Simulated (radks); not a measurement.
Values are calculated unless marked as measured or tabulated.
Isoelectronic series with 17 electrons, each ion in its NIST ground configuration. Code: a radial shooting solver on a logarithmic mesh with Libxc functionals. Model: scalar-relativistic Kohn-Sham, r2SCAN, spin-polarised, spherical densities, finite nucleus; open shells are filled with parallel spins first (spin-orbit coupling, left out, can overturn this in heavy ions); meta-GGA in the generalised Kohn-Sham scheme; Fermi nuclear charge, rms radius of each element as measured or else 0.836 A^(1/3) + 0.57 fm. Total energies (hartree) and orbital eigenvalues (hartree):

ion    configuration  E (hartree)    3p down      3p up    3s down
Cl      [Ne] 3s2 3p5   -461.59562   -0.30457   -0.34732   -0.76813
Ca3+    [Ne] 3s2 3p5   -677.97450   -2.17935   -2.24657   -2.93516
V6+     [Ne] 3s2 3p5   -938.54876   -5.14207   -5.23241   -6.20124
Fe9+    [Ne] 3s2 3p5  -1243.54742   -9.14555   -9.25855  -10.52187
Cu12+   [Ne] 3s2 3p5  -1593.33504  -14.17803  -14.31350  -15.89022
Ge15+   [Ne] 3s2 3p5  -1988.36321  -20.23742  -20.39529  -22.31023
Br18+   [Ne] 3s2 3p5  -2429.16104  -27.32583  -27.50609  -29.79101
Sr21+   [Ne] 3s2 3p5  -2916.33154  -35.44771  -35.65038  -38.34511
Nb24+   [Ne] 3s2 3p5  -3450.55341  -44.60916  -44.83427  -47.98791
Ru27+   [Ne] 3s2 3p5  -4032.58507  -54.81753  -55.06513  -58.73742
Ag30+   [Ne] 3s2 3p5  -4663.27610  -66.08131  -66.35147  -70.61435
Sn33+   [Ne] 3s2 3p5  -5343.55906  -78.41005  -78.70284  -83.64205
I36+    [Ne] 3s2 3p5  -6074.47168  -91.81426  -92.12979  -97.84687
Ba39+   [Ne] 3s2 3p5   -6857.1584  -106.3055  -106.6438  -113.2583
Pr42+   [Ne] 3s2 3p5   -7692.8863  -121.8963  -122.2575  -129.9093
Sm45+   [Ne] 3s2 3p5   -8583.0132  -138.6001  -138.9844  -147.8362
Tb48+   [Ne] 3s2 3p5   -9529.1542  -156.4316  -156.8391  -167.0810
Er51+   [Ne] 3s2 3p5  -10532.8832  -175.4063  -175.8371  -187.6879
Lu54+   [Ne] 3s2 3p5  -11596.1577  -195.5409  -195.9952  -209.7090
W57+    [Ne] 3s2 3p5  -12721.1222  -216.8533  -217.3311  -233.2025
Ir60+   [Ne] 3s2 3p5  -13909.9972  -239.3623  -239.8639  -258.2313
Hg63+   [Ne] 3s2 3p5  -15165.3474  -263.0882  -263.6138  -284.8673
Bi66+   [Ne] 3s2 3p5  -16490.0687  -288.0524  -288.6021  -313.1921
